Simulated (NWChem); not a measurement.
System: CH$_{3}$Li; SMILES [Li][CH3]

NWChem input:

```
start job
memory heap 200 mb stack 900 mb global 1100 mb
geometry units angstroms noautoz
  Li     0.000000     0.000000    -1.578787
  C      0.000000     0.000000     0.383494
  H      0.715555     0.715555     0.812104
  H      0.261911    -0.977466     0.812104
  H     -0.977466     0.261911     0.812104
end
basis spherical
  * library 3-21g
end
dft
  xc xtpss03 ctpss03
  iterations 150
  mulliken
end
task dft energy
```

All runs use the structure optimised with PBE0-D3(BJ)/def2-TZVP.

Q: Give the results of this calculation. (TPSS/3-21G.) Quantities: basis functions; energy (Ha); highest occupied level (eV); orbital gap (eV); dipole (D).

A: 
```json
{
  "number_of_basis_functions": "24",
  "energy (Ha)": "-47.14",
  "highest occupied level (eV)": "-3.60",
  "orbital gap (eV)": "2.23",
  "dipole (D)": "4.63"
}
```
